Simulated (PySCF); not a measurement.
## Working out the excitation energy of Au

Au [Xe] 4f14 5d10 6s1 (2S) → Au [Xe] 4f14 5d9 6s1 7s1 (4D). All numbers are calculated (PySCF 2.14, scalar relativity through the core potential, in aug-cc-pVDZ-PP with ECP60MDF). Frozen: 5s2 5p6. Energies in hartree (1 hartree = 27.21139 eV):

```tsv
part	Au (lower)	Au (upper)
UHF	-134.780705	-134.507239
MP2 opposite-spin	-0.209816	-0.163878
MP2 same-spin	-0.113659	-0.096669
```

Q: What does Hartree-Fock give?

A: (-134.507239) − (-134.780705) = 0.273466 hartree = 7.441 eV.

Q: What do MP2 and SCS-MP2 (6/5 opposite-spin, 1/3 same-spin) give?

A: The opposite-spin parts differ by 1.250 eV and the same-spin parts by 0.462 eV. MP2: 7.441 + (1.250) + (0.462) = 9.153 eV. SCS-MP2: 7.441 + 1.2 × (1.250) + (0.462)/3 = 9.095 eV.

A double-zeta basis recovers only part of the correlation energy.
